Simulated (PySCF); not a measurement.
Species: C5H3F2O2S (charge -1).
Z-matrix (Å and degrees, PBE0-D3(BJ)/def2-SVP geometry), rows numbered from 1:
```
O 
C   1  1.2220
C   2  1.4068  1  134.83
C   3  1.4218  2  116.30  1   179.36
C   4  1.3624  3  114.59  2    -0.72
O   5  1.3932  4  126.30  3   178.00
C   6  1.3425  5  114.08  4   -82.56
F   7  1.3603  6  111.38  5    88.27
F   7  1.3489  6  108.40  5  -155.76
S   5  1.7449  4  112.98  3     1.04
H   3  1.0918  2  119.56  1    -0.13
H   4  1.0930  3  123.87  2   178.99
H   7  1.1045  6  112.76  5   -33.58
```

Computed with PBE0-D3(BJ)/def2-SVP geometry optimisation, gas phase in PySCF.

Masses are those of the commonest isotopes; rigid-rotor values at the optimised geometry. The values belong to one conformer with, in the numbering `[O-:1][c:2]1[cH:3][cH:4][c:5]([O:6][CH:7]([F:8])[F:9])[s:10]1`, C4–C5–O6–C7 -83°, C5–O6–C7–F8 88°.

(1) Give the principal moments of inertia and the rotational constants in cm⁻¹.

(2) What kind of rotor is it?

(3) What does the inertial defect say?

(4) Predict some low-J microwave lines.

(5) Estimate the classical rotational partition function at 50 K, 100 K and 298.15 K.

## Answers

(1) Ia = 165.88, Ib = 826.75, Ic = 942.07 u·Å²; 505379 MHz·u·Å²/I gives 3047, 611.3 and 536.5 MHz, that is A = 0.10163, B = 0.02039, C = 0.01789 cm⁻¹.

(2) A near-prolate asymmetric top; Ray's κ = -0.940.

(3) Not planar: Δ = Ic − Ia − Ib = -50.56 u·Å². For a rigid frame Δ = −2 Σ m c², so Σ m c² = 25.28 u·Å² lies off the ab plane: 2.05 from hydrogen and 23.23 from heavier atoms. The atom farthest from that plane is 1.28 Å away.

(4) The dipole components (about the centre of mass, as the species is charged) are |μa| = 6.42 D, |μb| = 0.45 D, |μc| = 0.55 D. The squared components, which scale the intensities, stand as 1.00 : 0.00 : 0.01 (a : b : c). Some lines, for components of 0.1 D or more:

| type | branch | J(Ka,Kc) | MHz | lower level (cm⁻¹) |
| --- | --- | --- | --- | --- |
| a | R | 2(1,2) ← 1(1,1) | 2221 | 0.120 |
| c | Q | 3(1,3) ← 3(0,3) | 2256 | 0.229 |
| b | Q | 3(1,2) ← 3(0,3) | 2705 | 0.229 |
| a | R | 3(2,1) ← 2(2,0) | 3450 | 0.445 |
| c | R | 2(1,1) ← 1(0,1) | 4881 | 0.038 |
| c | R | 3(1,2) ← 2(0,2) | 6141 | 0.115 |
| c | Q | 3(2,2) ← 3(1,2) | 7195 | 0.320 |
| c | Q | 2(2,1) ← 2(1,1) | 7306 | 0.201 |
| b | R | 3(2,2) ← 2(1,1) | 10749 | 0.201 |
| b | R | 3(2,1) ← 2(1,2) | 10982 | 0.194 |
| b | Q | 3(3,1) ← 3(2,2) | 12365 | 0.560 |
| b | R | 3(3,1) ← 2(2,0) | 15807 | 0.445 |
| c | R | 3(3,1) ← 2(2,1) | 15808 | 0.445 |
| b | R | 3(3,0) ← 2(2,1) | 15808 | 0.445 |

(5) Point group C1, symmetry number σ = 1; q = (√π/σ)·√((kT/h)³/(ABC)), k/h = 20836.6 MHz/K: 59600 at 50 K, 169000 at 100 K, 868000 at 298.15 K.

No frequency check. The geometry's basis has no diffuse functions, a weakness for an anion. Constants of a rigid frame at the computed geometry: no zero-point averaging, no centrifugal distortion.

The run took about 6 min of CPU time (one thread, shared machine). This is the geometry optimisation.
